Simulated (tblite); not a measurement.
C4H11GeNO2.
Numbering: `[CH3:1][CH2:2][NH:3][GeH:4]1[O:5][CH2:6][CH2:7][O:8]1` (hydrogens: H9, H10, H11 on C1; H12, H13 on C2; H14 on N3; H15 on Ge4; H16, H17 on C6; H18, H19 on C7)

Computed with GFN2-xTB (tblite), gas phase: L-BFGS steps from a force-field or distance-geometry start until the largest atomic force falls under 0.01 eV/Å.

Step 10: E = -739.7223 eV
```
atom  x, y, z in Å  |  force x, y, z in eV/Å
C1      3.5286    0.1639    0.0841   -0.093  -0.044  -0.038
C2      2.1133    0.3117   -0.4512   -0.043   0.034   0.015
N3      1.1596   -0.5470    0.2658    0.005   0.215  -0.020
Ge4    -0.5565   -0.4210   -0.3011    0.024  -0.030  -0.147
O5     -1.4837    1.0797    0.0715   -0.065  -0.087  -0.001
C6     -2.7785    0.7485    0.5236    0.026  -0.061   0.001
C7     -2.9855   -0.7784    0.3890    0.060   0.015   0.022
O8     -1.7452   -1.4279    0.5533    0.088   0.005  -0.159
H9      4.1935    0.7751   -0.5200    0.073  -0.045   0.021
H10     3.8421   -0.8729    0.0332    0.053  -0.056   0.002
H11     3.5927    0.4996    1.1170   -0.040  -0.015  -0.011
H12     1.8311    1.3720   -0.4025   -0.028  -0.021   0.022
H13     2.0711    0.0078   -1.5046    0.042   0.038   0.120
H14     1.2576   -0.4483    1.2712    0.074   0.026  -0.037
H15    -0.6274   -0.6280   -1.7989    0.088  -0.062   0.008
H16    -2.8795    1.0727    1.5628    0.017  -0.054   0.043
H17    -3.5044    1.2856   -0.0887   -0.095  -0.006  -0.007
H18    -3.6538   -1.1948    1.1392   -0.151   0.140   0.098
H19    -3.3848   -0.9890   -0.6115   -0.036   0.009   0.067
```

Step 11: E = -739.7288 eV
```
atom  x, y, z in Å  |  force x, y, z in eV/Å
C1      3.5287    0.1633    0.0842   -0.100  -0.055  -0.035
C2      2.1159    0.3146   -0.4530   -0.089   0.058   0.006
N3      1.1573   -0.5382    0.2637    0.065   0.154  -0.004
Ge4    -0.5566   -0.4260   -0.3017    0.023   0.072  -0.208
O5     -1.4877    1.0780    0.0631   -0.082  -0.118   0.040
C6     -2.7797    0.7491    0.5262    0.006  -0.086  -0.013
C7     -2.9892   -0.7808    0.3909    0.056   0.069   0.015
O8     -1.7451   -1.4299    0.5431   -0.033  -0.033  -0.101
H9      4.2000    0.7695   -0.5152    0.081  -0.005  -0.014
H10     3.8380   -0.8726    0.0342    0.072  -0.137  -0.006
H11     3.5911    0.4954    1.1161   -0.036   0.018   0.057
H12     1.8322    1.3728   -0.4002   -0.012   0.031   0.002
H13     2.0760    0.0143   -1.5067    0.026   0.023   0.103
H14     1.2645   -0.4416    1.2674    0.054   0.018  -0.003
H15    -0.6120   -0.6373   -1.7984    0.075  -0.056  -0.003
H16    -2.8802    1.0764    1.5669    0.056  -0.086  -0.020
H17    -3.5076    1.2872   -0.0845   -0.087  -0.026   0.009
H18    -3.6560   -1.1986    1.1443   -0.084   0.157   0.072
H19    -3.3993   -0.9863   -0.6079    0.008   0.003   0.105
```

Task: Estimate the geometry and energy of step 12. (The exact step hangs on the optimiser's Hessian estimate; all steps are aligned on step 11, rigid shifts and turns removed.)

Result: E = -739.7357 eV, largest force 0.246 eV/Å
```
atom  x, y, z in Å  |  force x, y, z in eV/Å
C1      3.5276    0.1616    0.0838   -0.047  -0.056  -0.009
C2      2.1174    0.3188   -0.4545   -0.080   0.077   0.002
N3      1.1553   -0.5262    0.2616    0.074   0.058   0.019
Ge4    -0.5560   -0.4299   -0.3060    0.009   0.149  -0.196
O5     -1.4930    1.0740    0.0550   -0.066  -0.108   0.053
C6     -2.7814    0.7485    0.5286   -0.023  -0.085  -0.023
C7     -2.9924   -0.7826    0.3936    0.019   0.086   0.012
O8     -1.7451   -1.4326    0.5302   -0.140  -0.064  -0.036
H9      4.2080    0.7631   -0.5101    0.057   0.011  -0.029
H10     3.8350   -0.8746    0.0351    0.060  -0.163  -0.012
H11     3.5885    0.4913    1.1156   -0.031   0.032   0.091
H12     1.8331    1.3746   -0.3978    0.010   0.104  -0.018
H13     2.0814    0.0213   -1.5071   -0.001   0.005   0.043
H14     1.2727   -0.4341    1.2634    0.026   0.013   0.034
H15    -0.5947   -0.6480   -1.7984    0.063  -0.050  -0.050
H16    -2.8798    1.0783    1.5707    0.087  -0.109  -0.073
H17    -3.5125    1.2880   -0.0797   -0.063  -0.055   0.034
H18    -3.6598   -1.1988    1.1508    0.008   0.162   0.038
H19    -3.4140   -0.9833   -0.6022    0.038  -0.007   0.119
```

The energy changes by -0.0069 eV. The first-order estimate −F·Δx gives -0.0093 eV and the mean of the old and new forces, exact on a quadratic surface, -0.0069 eV. The step makes an angle of 65° with the force vector and moves no atom by more than 0.020 Å.

The cost below is that of the whole relaxation. The run took 1.3 s on one thread, Intel Xeon 6975P-C (x86_64) (shared host).
